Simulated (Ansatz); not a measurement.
H2InS2, SMILES `[SH][In][SH]` radical. Charge 0, multiplicity 2. Correlated methods include outer-core shells of In, which these sets cover unevenly. In takes the def2 core potential.

| atom | x (Å) | y (Å) | z (Å) |
| --- | --- | --- | --- |
| S1 | 2.015 | -0.192 | -0.556 |
| In2 | 0.309 | -1.106 | 0.918 |
| S3 | -1.922 | -0.140 | 0.833 |
| H4 | 1.153 | 0.702 | -1.074 |
| H5 | -1.555 | 0.735 | -0.121 |

(1) Give the diagnostics of a CCSD(T)/def2-TZVPP run (frozen core, Ansatz). (Estimate.)

## Answers

(1) Ansatz gave: T1 = 0.0177, largest single amplitude 0.061, largest double 0.023, (T) share of the correlation energy 4.0 %, 11 CCSD cycles. ⟨S²⟩ of the UHF reference is 0.761 against 0.75 for a pure state. T1 lies under the customary mark of 0.045 for open shells.
